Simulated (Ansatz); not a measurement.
`C[Si](O)(O)[SiH3]`, relaxed with RKS PBE-D4/def2-SVP in Ansatz from a rough embedded geometry. The force threshold is 0.03 eV/Å; the program also tests the step.

The species carries charge 0 and has multiplicity 1.

Start:

```xyz
13

C    -0.438    1.550    0.315
Si   -0.635   -0.187   -0.127
O    -1.276   -0.323   -1.629
O    -1.645   -1.085    0.921
Si    1.562   -1.117   -0.076
H    -1.449    2.097    0.370
H     0.174    2.113   -0.353
H    -0.055    1.660    1.362
H    -0.859    0.104   -2.412
H    -1.377   -1.004    1.850
H     2.098   -0.941    1.271
H     2.381   -0.365   -1.066
H     1.520   -2.503   -0.425
```

Task: How much energy does the relaxation release, and in how many steps? (An estimate is asked.)

Result: Ansatz gave: 49.21 kJ/mol, in 19 steps, 1 of them rejected.

Task: Which bonds change most? (An estimate is asked.)

Result: The calculation gave: Si5–H13 from 1.430 to 1.508 Å; C1–Si2 from 1.803 to 1.876 Å; Si2–O3 from 1.638 to 1.689 Å; Si5–H11 from 1.460 to 1.507 Å.

Task: Give the relaxed structure. (Best estimate.)

Result: Ansatz gave: 
```xyz
13

C    -0.453    1.699    0.490
Si   -0.461   -0.091   -0.073
O    -1.178   -0.046   -1.601
O    -1.303   -1.095    0.991
Si    1.671   -1.083   -0.170
H    -1.484    2.110    0.497
H     0.152    2.323   -0.199
H    -0.031    1.793    1.510
H    -1.197   -0.905   -2.059
H    -2.193   -0.779    1.230
H     2.330   -1.136    1.184
H     2.568   -0.299   -1.094
H     1.579   -2.490   -0.707
```
